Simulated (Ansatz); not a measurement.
Geometry optimisation, Ansatz 0.2.0, RKS B3LYP/def2-SVP.

The input (input.yaml):

```yaml
crystal:
  periodic: [false, false, false]
  atoms:
    - { symbol: Ta, position_ang: [0.0, 0.0, 0.0] }
    - { symbol: O, position_ang: [2.02, 0.0, 0.0] }
    - { symbol: H, position_ang: [2.3571, -0.5308, 0.7903] }
    - { symbol: Cl, position_ang: [0.0, 0.0, 2.47] }
    - { symbol: F, position_ang: [0.0, 0.0, -1.93] }
    - { symbol: Cl, position_ang: [-1.235, 2.139, 0.0] }
    - { symbol: O, position_ang: [-1.01, -1.7493, 0.0] }
    - { symbol: H, position_ang: [-1.6563, -1.7655, 0.776] }
basis:
  gaussian: { orbitals: def2-SVP }
hamiltonian:
  xc: b3lyp
relax:
  f_tol: 0.02
  max_steps: 40
output:
  orbitals: {}
```

Launched with:

```bash
$ ansatz run input.yaml --threads 2 --pin off --max-ram 3072MiB --backend cpu --events-out ev --progress --plain --runs-dir out
```

Problem. Where does it end, and by what steps?

Solution. The forces met the threshold. After 8 steps the energy has fallen by 0.890 eV; O7 moved furthest, 0.33 Å.

```json
{"step": "0", "energy less start (eV)": "0.0000", "largest force component (eV/Å)": "2.696", "accepted": "yes"}
{"step": "1", "energy less start (eV)": "-0.6252", "largest force component (eV/Å)": "1.559", "accepted": "yes"}
{"step": "2", "energy less start (eV)": "-0.7856", "largest force component (eV/Å)": "1.484", "accepted": "yes"}
{"step": "3", "energy less start (eV)": "-0.8744", "largest force component (eV/Å)": "0.445", "accepted": "yes"}
{"step": "4", "energy less start (eV)": "-0.8822", "largest force component (eV/Å)": "0.262", "accepted": "yes"}
{"step": "5", "energy less start (eV)": "-0.8863", "largest force component (eV/Å)": "0.170", "accepted": "yes"}
{"step": "6", "energy less start (eV)": "-0.8891", "largest force component (eV/Å)": "0.049", "accepted": "yes"}
{"step": "7", "energy less start (eV)": "-0.8895", "largest force component (eV/Å)": "0.026", "accepted": "yes"}
{"step": "8", "energy less start (eV)": "-0.8896", "largest force component (eV/Å)": "0.003", "accepted": "yes"}
```

```xyz
8
Properties=species:S:1:pos:R:3
Ta -0.055 0.022 0.002
O 1.830 -0.119 0.055
H 2.439 -0.294 0.784
Cl -0.038 -0.058 2.398
F -0.001 -0.064 -1.884
Cl -1.004 2.140 -0.030
O -1.205 -1.479 0.030
H -1.490 -2.055 0.752
```

Whether the end is a true minimum wasn't checked by a vibrational analysis.

The run took 40 s on 2 threads of Arm Neoverse V2 (shared host), peak memory 0.31 GiB.
